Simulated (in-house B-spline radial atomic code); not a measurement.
Results of a calculation; reference values are marked as such.
## Sr2+ at several levels of theory

Ground configuration [Ar] 3d10 4s2 4p6. All numbers come from an all-electron radial atomic-structure program (B-spline basis), all electrons, at the radial basis limit. Mean-field, RPA, GW and linear-response runs are scalar-relativistic (one-electron X2C), no spin-orbit coupling, without Breit or QED terms, open shells spin-polarised at highest spin; the many-body runs on Dirac-Hartree-Fock orbitals are four-component, and their energies hold both.

**Ionisation energy.** The reference is 42.884 eV (NIST, measured). It runs between the lowest fine-structure levels, while the runs without spin-orbit coupling give shell averages, so part of their difference is this splitting, and a close match can be a cancellation.

```csv
method,value (eV),minus reference (eV)
minus the highest LDA VWN5 level,36.65,-6.23
minus the highest PBE level,36.51,-6.38
G0W0 on PBE,43.22,+0.33
minus the highest r2SCAN level,37.11,-5.77
minus the highest PBE0 level,38.46,-4.43
G0W0 on PBE0,43.36,+0.47
minus the highest B3LYP (VWN-RPA) level,38.05,-4.83
minus the highest CAM-B3LYP level,39.92,-2.97
minus the highest LC-wPBE level,41.43,-1.45
minus the highest Hartree-Fock level,43.05,+0.17
G0W0 on Hartree-Fock,43.69,+0.81
Dirac-Fock + self-energy with TDHF screening (4p3/2),42.91,+0.02
```

Task: Which methods come closest, and which lies farthest off?

Result: Closest: Dirac-Fock + self-energy with TDHF screening (4p3/2) (+0.02 eV) and minus the highest Hartree-Fock level (+0.17 eV). Farthest: minus the highest PBE level (-6.38 eV). The TDHF-screened form was chosen among four for its agreement on 13 closed-shell atoms.

**Static dipole polarisability and C6** of two like species, by linear response (no reference value is at hand):

```tsv
method	α (bohr³)	C6 (hartree·bohr⁶)
LDA VWN5	5.936	29.55
PBE	5.955	29.72
PBE0	5.883	29.28
B3LYP (VWN-RPA)	5.922	29.49
CAM-B3LYP	5.915	29.45
LC-wPBE	5.88	29.26
TDHF	5.808	28.87
relativistic RPA (four-component TDHF)	5.813	28.89
```

Task: What mean excitation energy do α and C6 imply in London's formula C6 = (3/4) α² ω?

Result: LDA VWN5: ω = 1.118 hartree; relativistic RPA (four-component TDHF): ω = 1.140 hartree. A method that puts the excitations lower gives a larger α and a smaller ω.

Run times on one thread of shared hosts: mean field, RPA, SOSEX and G0W0 on PBE, 1.5 s (Intel Xeon 6975P-C); TDDFT with PBE, 2.5 s (Arm Neoverse N1); removal energies by the self-energy, 44 s (Arm Neoverse V1).
